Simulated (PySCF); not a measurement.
## How methods differ on the ionisation energy of I²⁺

I²⁺ [Kr] 4d10 5s2 5p3 [5p1/2^2 5p3/2^1, M_J = 3/2] → I³⁺ [Kr] 4d10 5s2 5p2 [5p1/2^2, M_J = 0], as a difference of total energies. Computed with PySCF 2.14 in x2c-TZVPPall-2c (8s9p5d2f, 74 functions), with the two-component X2C-1e Hamiltonian. Correlated levels: [Ar] 3d10 frozen; the 6 highest virtual spinors dropped. "Screened" scales the spin-orbit matrix elements by Boettger's factors to mimic the two-electron term; Breit and QED terms are absent.

```csv
method,ionisation energy (eV)
GHF (spin-free),29.888
GMP2 (spin-free),30.424
GHF (screened spin-orbit),29.541
GMP2 (screened spin-orbit),29.774
```

How much does correlation contribute at GMP2 (screened spin-orbit)?

29.774 − (29.541) = 0.233 eV, measured against GHF (screened spin-orbit).

The spin-free rows relax to the high-spin LS determinant and lack the spin-orbit shift.

Errors of the correlated levels include the incompleteness of this basis and the frozen core.

The labels give the starting determinants; with spin-orbit coupling the two ends relaxed to ⟨J²⟩ = 3.76, ⟨L²⟩ = 0.15, ⟨S²⟩ = 3.60 and ⟨J²⟩ = 0.00, ⟨L²⟩ = 1.35, ⟨S²⟩ = 1.35.

For comparison: 29.57 ± 0.025 eV (measured; NIST Atomic Spectra Database, ionization energies).
